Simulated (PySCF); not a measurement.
Br²¹⁺: ionisation energy

Br²¹⁺ [Ne] 3s2 3p2 (3P) → Br²²⁺ [Ne] 3s2 3p1 (2P), as a difference of total energies. Computed with PySCF 2.14 in an even-tempered Gaussian basis (18 s from 2.1 bohr⁻², ratio 2.5; 12 p from 2.7 bohr⁻², ratio 2.5; 5 d from 12 bohr⁻², ratio 2.7; 4 f from 18 bohr⁻², ratio 2.7), with the spin-free X2C one-electron Hamiltonian (Gaussian nucleus). Correlated levels: outer shells: 1s2 frozen; virtual orbitals above 40 to 60 times the deepest correlated orbital energy dropped. The calculations carry no spin-orbit coupling.

```csv
method,ionisation energy (eV)
UHF,914.99
LDA,916.27
PBE,916.41
PBE0,916.37
r2SCAN,916.72
MP2 (outer shells),915.58
SCS-MP2 (outer shells),915.39
```

Question: Estimate what B97-3 gives.

Answer: 916.17 eV, closest to LDA among the rows shown.

Question: Estimate what PBEsol gives.

Answer: 916.14 eV, closest to LDA among the rows shown.

Spin-orbit coupling is strong in these open shells (close to jj coupling). The scalar numbers leave it out and a first-order estimate fails, so it can dominate the gap to the real levels.

Breit and QED terms and the two-electron picture change are absent.

For comparison: 920.8 ± 2.2 eV (semi-empirical (NIST evaluation); NIST Atomic Spectra Database, ionization energies).
